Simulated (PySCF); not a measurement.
These 3 structures share the formula C4H11Al. Method: PBE0-D3(BJ)/def2-SVP geometry optimisation, gas phase in PySCF 2.14.0. One conformer each; no zero-point energy, no entropy. No frequencies were run at this level. Point groups hold within 0.08 Å.

Task: Order them by energy at this level, lowest first, and give relative energies in kJ/mol.
A. `C[C](C)(C)[AlH2]`
B. `[H][Al]([CH2]C)[CH2]C` (AlEt2H)
C. `[H][Al]([H])[CH2]C(C)C` (AlH2(iBu))

Result: B (0.0), C (17.5), A (31.8).

```json
{"SMILES": "[H][Al]([CH2]C)[CH2]C", "E (Eh)": "-400.96974", "E rel (kJ/mol)": "0.0", "dipole (D)": "0.66", "point group": "near Cs", "A, B, C (MHz)": "7883, 1709, 1455"}
{"SMILES": "[H][Al]([H])[CH2]C(C)C", "E (Eh)": "-400.96308", "E rel (kJ/mol)": "17.5", "dipole (D)": "1.18", "point group": "near Cs", "A, B, C (MHz)": "5397, 2397, 2140"}
{"SMILES": "C[C](C)(C)[AlH2]", "E (Eh)": "-400.95762", "E rel (kJ/mol)": "31.8", "dipole (D)": "0.65", "point group": "–", "A, B, C (MHz)": "4413, 2800, 2734"}
```

Task: As an exercise, what shares would exp(−E/RT) give at 500 K from these electronic energies alone (no entropy, no degeneracies)?

Result: RT = 4.157 kJ/mol: [H][Al]([CH2]C)[CH2]C 98.5 %, [H][Al]([H])[CH2]C(C)C 1.5 %, C[C](C)(C)[AlH2] under 0.1 %.
